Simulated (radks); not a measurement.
Coulomb parameter of the 5d shell of the tungsten ion W+ in the model configuration [Xe] 4f14 5d4 6s1, as a second difference U = [E(n + 0.5) + E(n - 0.5) - 2 E(n)] / (0.5)^2 with all orbitals relaxed. "Bare": the charge of the atom changes with n. "Screened": the 6s shell takes up the change at fixed total charge, which measures U(5d,5d) + U(6s,6s) - 2 U(5d,6s). Method: Dirac Kohn-Sham, PBE, spin-unpolarised, spherical densities, point nucleus; open shells are shared between the two j in proportion to 2j + 1; computed with a radial shooting solver on a logarithmic mesh with Libxc functionals.

case,configuration,E - E(n) (eV)
start,[Xe] 4f14 5d4 6s1,0.000
bare +0.5,[Xe] 4f14 5d4.5 6s1,-4.729
bare -0.5,[Xe] 4f14 5d3.5 6s1,7.076
screened +0.5,[Xe] 4f14 5d4.5 6s0.5,0.317
screened -0.5,[Xe] 4f14 5d3.5 6s1.5,-0.129

U(bare) = 9.387 eV, U(screened by 6s) = 0.752 eV.
